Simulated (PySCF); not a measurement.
## Excitation energy of Ga by level of theory

Ga [Ar] 3d10 4s2 4p1 (2P) → Ga [Ar] 3d10 4s1 4p1 5s1 (4P), as a difference of total energies. Computed with PySCF 2.14 in aug-cc-pVQZ-PP with one added diffuse shell each of s, p, d, f, g type with ECP10MDF (8s7p6d4f3g, 114 functions), with scalar relativity through the core potential. Correlated levels: valence: 3s2 3p6 3d10 frozen. The calculations carry no spin-orbit coupling.

| method | excitation energy (cm⁻¹) |
| --- | --- |
| UHF | 58407 |
| LDA | 74628 |
| PBE | 71997 |
| PBE0 | 69981 |
| r2SCAN | 71152 |
| TPSSh | 70080 |
| MN15 | 71891 |
| B3LYP | 73459 |
| MP2 (valence) | 65042 |
| SCS-MP2 (valence) | 67010 |

The upper state lies above the first ionisation limit, but in LS coupling its spin forbids autoionisation to the ground ion. A Rydberg-like electron needs more diffuse functions than a valence basis has.

The promoted electron is Rydberg-like, and one or two diffuse shells describe it only roughly, which tends to raise the upper state.
